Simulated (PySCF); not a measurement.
**Vertical excitation energies**

Compound: C5H12GaN.
Numbering: `[CH3:1][C:2]#[N+:3][GaH2-:4][CH2:5][CH2:6][CH3:7]` (hydrogens: H8, H9, H10 on C1; H11, H12 on Ga4; H13, H14 on C5; H15, H16 on C6; H17, H18, H19 on C7)

Method used: TDDFT CAM-B3LYP/def2-SVPD, vertical, gas phase, core orbitals frozen in the response in PySCF. Isolated species at its PBE0-D3(BJ)/def2-SVP geometry (one conformer only). Relativistic effects, spin–orbit coupling among them, are left out although an element past zinc is present. Torsions of this conformer, `[CH3:1][C:2]#[N+:3][GaH2-:4][CH2:5][CH2:6][CH3:7]`: N3–Ga4–C5–C6 -61°, Ga4–C5–C6–C7 180°.

| state | E (eV) | E (hartree) | f | \|μ\| (D) | main configurations (H = HOMO, L = LUMO) |
| --- | --- | --- | --- | --- | --- |
| S1 | 5.94 | 0.2184 | 0.0029 | 0.36 | H→L+2 (90%) |
| S2 | 6.00 | 0.2203 | 0.063 | 1.66 | H→L+1 (86%) |
| S3 | 6.25 | 0.2299 | 0.014 | 0.78 | H→L (80%) |
| S4 | 6.36 | 0.2338 | 0.0037 | 0.39 | H-1→L+1 (93%) |
| S5 | 6.50 | 0.2388 | 0.086 | 1.87 | H-1→L+2 (47%), H→L+3 (27%), H→L+4 (17%) |
| S6 | 6.62 | 0.2431 | 0.052 | 1.44 | H-1→L+2 (44%), H→L+3 (28%), H→L+4 (15%) |
| S7 | 6.76 | 0.2485 | 0.031 | 1.10 | H-1→L (71%), H-1→L+4 (22%) |
| S8 | 7.10 | 0.2609 | 0.015 | 0.76 | H-1→L+3 (56%), H-1→L+4 (17%), H-1→L (9%) |
| S9 | 7.30 | 0.2684 | 0.0047 | 0.41 | H→L+3 (23%), H→L+5 (19%), H→L+4 (14%) |
| S10 | 7.36 | 0.2704 | 0.213 | 2.76 | H→L+5 (62%), H→L+4 (20%), H→L+3 (10%) |

Triplets, Tamm–Dancoff:

| state | E (eV) | λ (nm) | main configurations (H = HOMO, L = LUMO) |
| --- | --- | --- | --- |
| T1 | 5.68 | 218.2 | H→L+1 (82%) |
| T2 | 5.86 | 211.6 | H→L+2 (90%) |
| T3 | 6.06 | 204.6 | H-1→L+2 (65%), H-8→L+2 (15%) |
| T4 | 6.15 | 201.7 | H→L (59%), H→L+4 (26%) |

The lowest singlet comes at 209 nm (573 kJ/mol) in the ultraviolet; it is very weak; its leading configuration is HOMO→LUMO+2 (90%). The most intense listed level is S10 at 7.36 eV (169 nm, f = 0.213), 1.42 eV above S1. It is the last of those listed, so stronger ones may follow. Löwdin shares by element: HOMO carbon 44% or more, gallium 23%, hydrogen 7% or more (atoms not listed hold the other 26%); LUMO carbon 56% or more, hydrogen 20% or more (atoms not listed hold the other 24%). The oscillator strengths of these states sum to 0.485; summed over the whole spectrum of an exact calculation they would give the number of electrons, 80 (Thomas–Reiche–Kuhn). Orbital energies (eV): HOMO-3 -10.35, HOMO-2 -10.02, HOMO-1 -8.48, HOMO -7.89, LUMO 0.36, LUMO+1 0.63, LUMO+2 0.65. The listed states span 1.42 eV, and the widest gap between neighbours is 0.34 eV (S7 to S8). The vertical ionisation energy (ΔSCF) is 8.55 eV, 1.20 eV above S10. The window holds the lowest 10 singlets.

The run took 6.3 min of wall time on one thread of an Arm Neoverse N1, no GPU, shared host with 64 logical CPUs at a one-minute load of 58, and the process peaked at 1.5 GiB of memory.
